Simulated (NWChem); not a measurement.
Molecule: C2H5ClF2Si; SMILES Cl[SiH2]C(F)(C)F

```xyz
11

C     -1.1952    -1.2037     1.0340
C     -0.1175    -1.0459    -0.0001
F     -0.6690    -1.1588    -1.2443
F      0.7847    -2.0741     0.1220
Si     0.9412     0.5610     0.0499
Cl    -0.3232     2.1946    -0.0515
H     -1.9299    -0.3922     0.9413
H     -1.6985    -2.1693     0.8754
H     -0.7643    -1.1843     2.0447
H      1.8547     0.5640    -1.1209
H      1.6909     0.6128     1.3341
```
Atoms are numbered in this order, from 1.

Program: NWChem. All runs use the structure optimised with PBE0/def2-SVP.

Problem. What does the run give for PBE/def2-SVP? Quantities: highest occupied level (eV); orbital gap (eV); dipole (D).

Solution. The highest occupied level (eV) is -6.87. The orbital gap (eV) comes out as 6.21 and the dipole (D) is 1.31.
